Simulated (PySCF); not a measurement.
## MOCl across the 3d metals

Level: PBE0, basis family def2-TZVP, no relativity.

Each entry is the lowest minimum that a search over a few typed start shapes (and spin states, where more than one is plausible) found, or that minimum re-optimised at the stated level; isomers with ligand–ligand bonds, or fragments after loss of a ligand pair, can lie lower. Open shells are unrestricted; no spin–orbit coupling; PySCF with density fitting.

```
molecule  2S+1  point group  mean bond to the central atom (Å)  dipole (D)  atomisation (kJ/mol)  lowest ω (cm⁻¹)  gap (eV)
   ScOCl     1           Cs                              2.009        6.05                  1129              134      5.35
   TiOCl     2           Cs                              1.947        4.95                  1114              108         –
   CoOCl     5          C∞v                              1.871        0.19                   762               97         –
   CuOCl     ?            ?                                  ?           ?                     ?                ?         ?
```

(1) Fill in the row of CuOCl.

Answers

(1) 2S+1: 3; point group: C∞v; mean bond to the central atom (Å): 1.879; dipole (D): 1.41; atomisation (kJ/mol): 558; lowest ω (cm⁻¹): 123.

Left out of the table are members whose search was unfinished or whose lowest solution was spin-contaminated, unstable, very soft or bonded differently.

Open d and f shells are single-determinant solutions and may miss the true ground state.
